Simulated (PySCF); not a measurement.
A small calculation by hand: oscillator strength and radiative lifetime

germylsulfanylgermane (Ge2H6S), SMILES [GeH3][S][GeH3].

Coordinates come from a B3LYP-D3(BJ)/def2-SVP optimisation.

TDA-CAM-B3LYP/def2-SVPD (PySCF) puts the first singlet state with f over 0.02 at 5.52 eV (vertical), with the transition dipole (0.000, 0.403, 0.000) in atomic units.

### Question
Find the oscillator strength, the wavelength and the radiative lifetime that this transition would have in vacuum if emission retraced absorption.

### Answer

|μ|² = 0.1624 au, so |μ| = 1.02 D. ΔE = 5.52/27.211 = 0.2029 hartree. f = (2/3) ΔE |μ|² = 0.022 (the program prints 0.022).
λ = 1239.84/5.52 = 225 nm; ν = 44522 cm⁻¹.
Einstein's coefficient A = 0.6670 ν² f s⁻¹ (ν in cm⁻¹) = 2.9e7 s⁻¹, so τ = 1/A = 34 ns. This state is S1. The figure is the radiative limit of this one transition; relaxation, internal conversion, crossing to triplets and a medium change what is measured.
